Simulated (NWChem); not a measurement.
System: AlH$_{2}$ cation; SMILES [AlH2+]

```xyz
3

Al     0.0000     0.0000     0.0000
H      0.0000     0.0000    -1.5536
H      0.0000     0.0000     1.5536
```
Atoms are numbered in this order, from 1.

Level: PBE0-D3(BJ)/def2-TZVP (NWChem), optimised geometry, unscaled harmonic frequencies. 

```json
[
 {"frequency (cm⁻¹)": "554", "IR intensity (km/mol)": "147.7"},
 {"frequency (cm⁻¹)": "554", "IR intensity (km/mol)": "147.7"},
 {"frequency (cm⁻¹)": "2017", "IR intensity (km/mol)": "0.0"},
 {"frequency (cm⁻¹)": "2111", "IR intensity (km/mol)": "0.3"}
]
```

```
Property                                                                            Value
-----------------------------------------------------------------------  ----------------
zero-point energy                                                            7.5 kcal/mol
thermal correction to the enthalpy at 298.15 K (with zero-point energy)      9.8 kcal/mol
heat capacity Cv                                                          7.2 cal/(mol K)
entropy at 298.15 K and 1 atm (symmetry number 2)                        45.8 cal/(mol K)
```

Rigid rotor and harmonic oscillator.
